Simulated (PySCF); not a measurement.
C2H7NOSi, SMILES OC/C=N/[SiH3].

Geometry optimised at PBE-D3(BJ)/def2-SVP. The structure was generated by enumeration; whether it is a known compound was not checked. The values are those of a single conformer.

All values below come from TDDFT-LC-ωPBE/def2-SVPD run with PySCF.

Vertical excitations. The molecule is in vacuum.

```tsv
state	energy (eV)	λ (nm)	f	main pairs
S1	4.24	292	0.000	HOMO→LUMO 91 %
S2	6.98	178	0.056	HOMO−1→LUMO 73 %, HOMO−2→LUMO 12 %
S3	7.23	172	0.051	HOMO→LUMO+1 55 %, HOMO→LUMO+2 18 %, HOMO→LUMO+3 14 %
S4	7.70	161	0.363	HOMO−2→LUMO 55 %, HOMO−1→LUMO 17 %
S5	7.92	156	0.033	HOMO→LUMO+3 29 %, HOMO−1→LUMO+3 11 %, HOMO−1→LUMO+1 10 %, HOMO−2→LUMO 9 %
S6	8.15	152	0.010	HOMO→LUMO+5 49 %, HOMO→LUMO+4 34 %
S7	8.29	150	0.018	HOMO→LUMO+6 17 %, HOMO→LUMO+2 14 %, HOMO→LUMO+1 11 %, HOMO−1→LUMO+1 10 %
S8	8.48	146	0.026	HOMO−3→LUMO 25 %, HOMO−2→LUMO+1 9 %, HOMO→LUMO+2 7 %, HOMO−4→LUMO 6 %
S9	8.61	144	0.048	HOMO→LUMO+2 27 %, HOMO→LUMO+6 13 %, HOMO−2→LUMO+2 8 %, HOMO−1→LUMO+3 8 %
S10	8.62	144	0.093	HOMO→LUMO+6 15 %, HOMO−3→LUMO 12 %, HOMO−4→LUMO 9 %, HOMO→LUMO+2 9 %
T1	3.61	344	0	HOMO→LUMO 89 %
T2	4.72	263	0	HOMO−1→LUMO 36 %, HOMO−2→LUMO 29 %, HOMO−5→LUMO 21 %
T3	6.63	187	0	HOMO−1→LUMO 40 %, HOMO−2→LUMO 38 %
T4	6.85	181	0	HOMO→LUMO+1 42 %, HOMO→LUMO+2 28 %, HOMO→LUMO+3 16 %
```
Triplets are in the Tamm–Dancoff approximation, which puts them higher than full response would, so one can lie above its singlet here.
